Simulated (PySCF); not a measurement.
H₃O₃Si, SMILES O[Si](O)O (connectivity only; charge and spin as stated), charge +1, multiplicity 1. Atoms are numbered in the order given.

```xyz
7

O     -1.4729    -0.5323     0.0000
Si     0.0101     0.0073     0.0000
O      1.1985    -1.0380     0.0000
O      0.0981     1.5827     0.0000
H     -1.7500    -1.4622     0.0000
H      2.1612    -0.9227     0.0000
H      0.8577     2.1833     0.0000
```
Charge +1, spin multiplicity 1.

Geometry: r2SCAN-D4/def2-SVP. The multiplicity is an assumed one; other spin states were not compared. The isomer is the one that the SMILES or the coordinates give; other isomers of the formula were not compared. Other conformers were not sampled.

Two levels are set side by side: PBE/pcSseg-1 (PySCF) and PBE0/pcSseg-1 (PySCF). GIAO shifts against H2O (¹⁷O), TMS (²⁹Si), TMS (¹H) at the same level; non-relativistic, no solvent, atoms listed together averaged. Differences are taken from unrounded values.

```
quantity                PBE
--------------------  -----
δ(²⁹Si) of Si2 (ppm)  -53.1
```

**Question.** These are the PBE values. What does PBE0 give? (Estimate from the structure and the level; the computed values follow.)

**Answer.** 
```
quantity               PBE0  PBE minus PBE0
--------------------  -----  --------------
δ(²⁹Si) of Si2 (ppm)  -48.8            -4.3
```

Rough cost on one machine, each run with all the roots and properties that it gave: PBE0 against PBE within a factor of 2.
